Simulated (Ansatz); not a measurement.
Worked example: BH(CH3)Cl + B(SiH2)(SiH3)2 → B(CH3)Cl + B(SiH3)3

Species: BH(CH3)Cl, singlet; B(SiH2)(SiH3)2, doublet; B(CH3)Cl, doublet; B(SiH3)3, singlet. A radical takes H: the energy is the difference in strength between the B–H bond broken and the Si–H bond made.

Shapes, held fixed at every level: PBE0-D4/def2-TZVP. Programs: Ansatz 0.2.0. The zero-point and thermal change to 298 K, harmonic and unscaled (PBE0-D4/def2-TZVP), is -5.3 kJ/mol.

At CCSD(T)/CBS estimate; 1 Eh = 2625.50 kJ/mol:

```
       species  energy (Eh)
     BH(CH3)Cl  -525.071104
B(SiH2)(SiH3)2  -896.754209
      B(CH3)Cl  -524.395855
      B(SiH3)3  -897.381895
```

Task: Work out ΔH(298 K) of the reaction at this level.

Result: 
1. Products less reactants: (-524.395855) + (-897.381895) − [(-525.071104) + (-896.754209)] = 0.047563 Eh = +124.9 kJ/mol.
2. With the thermal change: +124.9 + (-5.3) = +119.6 kJ/mol.

Other levels give +116.6 (wB97X-V/def2-TZVPP) to +127.3 kJ/mol (MP2/def2-TZVPP). No measured value is set beside it here. Open shells run unrestricted unless RO is named. The CBS estimate extrapolates MP2 from def2-TZVPP and def2-QZVPP and adds CCSD(T) − MP2 in the triple-zeta set, cores frozen.
